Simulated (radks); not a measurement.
Question: All-electron atom: the lanthanum ion La25+ in [Ar] 3d10 4s2 4p2 (the NIST ground configuration). Calculated with a radial shooting solver on a logarithmic mesh with Libxc functionals: scalar-relativistic Kohn-Sham, exchange-only LDA, spin-polarised, spherical densities, point nucleus; open shells are filled with parallel spins first (spin-orbit coupling, left out, can overturn this in heavy ions). Some entries of the table are withheld. Estimate them.

| orbital | occ. | eigenvalue (eV) | <r> (bohr) |
|---|---|---|---|
| 1s up | 1 | -39506.52 | 0.02509 |
| 1s down | 1 | -39505.25 | 0.02509 |
| 2s up | 1 | -6943.215 | 0.1074 |
| 2s down | 1 | -6942.392 | 0.1074 |
| 2p up | 3 | -6309.708 | 0.09411 |
| 2p down | 3 | -6308.587 | 0.09411 |
| 3s up | 1 | -2053.233 | 0.2821 |
| 3s down | 1 | -2051.774 | 0.2819 |
| 3p up | 3 | -1850.571 | 0.2790 |
| 3p down | 3 | -1848.981 | 0.2788 |
| 3d up | 5 | -1563.796 | 0.2541 |
| 3d down | 5 | -1562.315 | 0.2539 |
| 4s up | 1 | -910.0381 | 0.5881 |
| 4s down | 1 | -902.5312 | 0.5877 |
| 4p up | 2 | (1) | 0.6033 |
| 4p down | 0 | (2) | 0.6033 |

Answer: 
(1) 4p up eigenvalue (eV): -835.7987
(2) 4p down eigenvalue (eV): -828.3012
